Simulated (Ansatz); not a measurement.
Molecule: C₂H₆Cl₂O₂Si, charge 0, multiplicity 1. 
Geometry from a B3LYP-D3(BJ)/def2-TZVP (Ansatz, a first-principles code) optimisation:
SMILES: Cl[Si](OC)(Cl)OC
```xyz
13

C     -2.4389     1.2487    -0.3828
O     -1.5927     0.1397    -0.6830
Si    -0.0924    -0.0662    -0.1361
Cl    -0.0684    -0.1533     1.9211
Cl     0.5932    -1.8451    -0.8622
O      0.8420     1.1623    -0.6171
C      2.2162     1.3588    -0.2982
H     -3.3866     1.0814    -0.8908
H     -1.9951     2.1793    -0.7406
H     -2.6146     1.3195     0.6926
H      2.3562     1.4276     0.7825
H      2.8229     0.5397    -0.6899
H      2.5309     2.2916    -0.7622
```
Charge 0, spin multiplicity 1.

Dipole moments at this geometry, in debye (magnitudes).

```json
[
 {"level": "SVWN5/def2-TZVPD", "program": "Ansatz", "dipole (D)": "?"},
 {"level": "BLYP/def2-TZVPD", "program": "Ansatz", "dipole (D)": "2.06"},
 {"level": "r2SCAN/def2-TZVPD", "program": "Ansatz", "dipole (D)": "2.09"},
 {"level": "B97M-V/def2-TZVPD", "program": "Ansatz", "dipole (D)": "2.04"},
 {"level": "B3LYP/def2-TZVPD", "program": "Ansatz", "dipole (D)": "2.11"},
 {"level": "PBE0/def2-TZVPD", "program": "Ansatz", "dipole (D)": "2.10"},
 {"level": "BHLYP/def2-TZVPD", "program": "Ansatz", "dipole (D)": "2.17"},
 {"level": "r2SCAN0/def2-TZVPD", "program": "Ansatz", "dipole (D)": "2.12"},
 {"level": "HSE06/def2-TZVPD", "program": "Ansatz", "dipole (D)": "2.10"},
 {"level": "CAM-B3LYP/def2-TZVPD", "program": "Ansatz", "dipole (D)": "2.15"},
 {"level": "wB97M-V/def2-TZVPD", "program": "Ansatz", "dipole (D)": "2.10"},
 {"level": "wB97X-V/def2-TZVPD", "program": "Ansatz", "dipole (D)": "2.15"},
 {"level": "CCSD(T)/aug-cc-pV(D+d)Z", "program": "Ansatz", "dipole (D)": "?"}
]
```

**Question.** Some entries are withheld; supply them.

**Answer.** 
- SVWN5/def2-TZVPD, dipole (D): 2.07
- CCSD(T)/aug-cc-pV(D+d)Z, dipole (D): 2.11
